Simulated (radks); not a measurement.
Problem. Radial electron density D(r) = 4 pi r^2 rho(r) of an atom or ion with 23 electrons. Method: Dirac Kohn-Sham, BLYP, spin-unpolarised, spherical densities, point nucleus; computed with a radial shooting solver on a logarithmic mesh with Libxc functionals.

```
   r/bohr * D(r) (the largest magnitude, 84.3, reaches the edge; | marks zero)
 0.003154 |        *
 0.004009 |           *
 0.005097 |                *
 0.006479 |                      *
 0.008237 |                            *
  0.01047 |                                   *
  0.01331 |                                         *
  0.01692 |                                            *
  0.02151 |                                            *
  0.02735 |                                          *
  0.03477 |                                       *
  0.04384 |                                        *
  0.05574 |                                              *
  0.07085 |                                                      *
  0.09007 |                                                      *
   0.1145 |                                           *
   0.1456 |                              *
   0.1851 |                           *
   0.2352 |                               *
   0.2991 |                           *
   0.3802 |              *
   0.4833 |      *
   0.6144 |   *
    0.781 | *
   0.9929 *
    1.262 *
    1.605 *
```

What is the nuclear charge?

Solution. Z = 53. The innermost maximum, from 1s, lies near gamma/Z bohr with gamma = sqrt(1 - (Z/c)^2) = 0.922, here 0.0174 bohr (found: 0.0191), and its height grows with Z. The density is that of the iodine ion I30+ in [Ar] 3d3 4s2; the configuration itself is not fixed sharply by these data, and Z only to a few units. D(r) has 3 maxima, at r = 0.0191, 0.0805, 0.245 bohr, and minima at 0.0374, 0.172 bohr, inside which lie 2.03, 10.86 electrons.
